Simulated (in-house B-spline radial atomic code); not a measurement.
## Solving the quasi-particle equation for 3s of P3+

Configuration [Ne] 3s2, start PBE; correlation leaves out the 3 deepest shells. Computed with an all-electron radial atomic-structure program (B-spline basis): all electrons, non-relativistic, point nucleus, each spin shell either full or empty, empty states to l = 9 with an (l + 1/2)⁻⁴ tail; G0W0 by contour deformation at full frequency.

At the mean-field level ε = -45.504 eV the matrix elements are Σx = -17.998 eV, v_xc = -13.632 eV and Σc(ε) = -2.028 eV, and the slope of the correlation self-energy is dΣc/dω = -0.0804. The quasi-particle energy solves E = ε + Σx − v_xc + Σc(E).

**Question.** What does the linearised equation give?

**Answer.** Z = 1/(1 − dΣc/dω) = 1/1.0804 = 0.9256. The first-order shift is Σx − v_xc + Σc(ε) = -17.998 − (-13.632) + (-2.028) = -6.394 eV, so E ≈ ε + Z × shift = -45.504 + 0.9256 × (-6.394) = -51.422 eV.

**Question.** How does that compare with the full solution and with static screening?

**Answer.** Solving the equation at full frequency dependence gives E = -51.479 eV, where Σc = -1.608 eV and the weight is 0.941; the linearised value is off by 56 meV. Leaving Z out would give -51.898 eV. Static COHSEX puts -4.020 eV in place of Σc and gives -53.890 eV, 2.41 eV deeper. The tabulated removal energy is 51.444 eV (NIST, measured); the run leaves out relativity, Breit and QED terms.
